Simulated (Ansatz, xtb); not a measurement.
Breaking the H–H spacing in H4 chain (multiplicity 1 held). Energies count from the point at 0.900 Å.
Geometry at that point (charge 0, multiplicity 1):
```xyz
4

H      0.00000     0.00000     0.00000
H      0.00000     0.00000     0.90000
H      0.00000     0.00000     1.80000
H      0.00000     0.00000     2.70000
```

R- and RO- levels are restricted; in cc, def2 and unpolarised 6-31G sets they are followed outwards from rest. Unrestricted levels (U-) break spin symmetry where that is lower. Full CI gives the lowest state of the spin. Levels need not reach the same state.

The values were computed with Ansatz (Gaussian orbitals); xtb for the GFN methods.  The GFN methods have no spin term and hold the electronic entropy of 300 K.

Energies in eV.

```csv
R (Å),GFN2-xTB,U-MP2/cc-pVDZ,U-SCS-MP2/cc-pVDZ,R-CCSD(T)/cc-pVDZ,FCI/cc-pVDZ
0.700,2.64,1.75,1.78,1.85,1.85
0.800,0.81,0.32,0.33,0.37,0.37
0.900,0.00,0.00,0.00,0.00,0.00
1.100,0.11,1.08,1.08,0.79,0.79
1.300,1.21,3.04,3.13,2.26,2.27
1.500,2.58,4.50,4.65,3.72,3.74
1.800,4.57,5.80,6.01,5.35,5.43
2.100,6.22,6.35,6.59,6.16,6.41
2.500,7.77,6.59,6.84,6.41,6.97
3.000,8.84,6.65,6.91,6.48,7.17
3.600,9.30,6.67,6.92,6.70,7.21
```

Doubts at one or more of the structures used: a spin-contaminated determinant (U-MP2/cc-pVDZ, U-SCS-MP2/cc-pVDZ); a restricted determinant that unrestricted orbitals would lower (R-CCSD(T)/cc-pVDZ); other coupled-cluster roots lie near (R-CCSD(T)/cc-pVDZ); T1 above 0.05 (R-CCSD(T)/cc-pVDZ).

Ansatz is a quantum-chemistry and plane-wave program.
